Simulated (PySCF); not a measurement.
**`[C@H](C(=C=O)F)(F)[C@H](F)Cl`, C$_{4}$H$_{2}$ClF$_{3}$O**

Cartesian coordinates in Å; atom numbers follow the order of the lines, from 1:
```xyz
11

O     2.291    1.275   -1.312
C     1.681    0.526   -0.675
C     1.113   -0.405    0.058
F     1.837   -1.541    0.303
C    -0.229   -0.366    0.715
F    -0.220    0.442    1.836
C    -1.333    0.165   -0.205
F    -1.640   -0.763   -1.139
Cl   -0.772    1.644   -1.024
H    -0.479   -1.378    1.059
H    -2.243    0.403    0.358
```

Method: GIAO PBE/pcSseg-1 magnetisability, rotational g tensor and spin-rotation constants, non-relativistic, gas phase (PySCF 2.14.0). Geometry: GFN2-xTB.

(1) Give the nuclear spin-rotation constants along the inertial axes (H = +C I·J) beside the isotropic shieldings.

Answers

(1) Rotational constants 1.5550, 1.2249, 0.9584 GHz. A star marks the isotopologue with that one atom substituted, in its own axes.
```tsv
atom	isotope	Caa (kHz)	Cbb (kHz)	Ccc (kHz)	mean (kHz)	σ (ppm)
F4	19F	0.448	-1.191	0.436	-0.102	484.5
F6	19F	1.066	0.808	0.796	0.890	344.9
F8	19F	1.818	0.599	1.097	1.171	307.9
Cl9	35Cl	0.654	0.115	0.323	0.364	667.4
H10	1H	-0.132	0.081	-0.097	-0.049	25.1
H11	1H	0.031	-0.078	-0.070	-0.039	24.8
O1	17O*	-0.422	-0.912	-0.444	-0.593	-208.1
C2	13C*	0.684	0.617	0.465	0.589	-52.8
C3	13C*	0.398	0.552	0.222	0.391	55.2
C5	13C*	0.461	0.386	0.233	0.360	73.2
C7	13C*	0.526	0.356	0.241	0.374	66.6
```
For the geometry as given, no vibrational averaging.
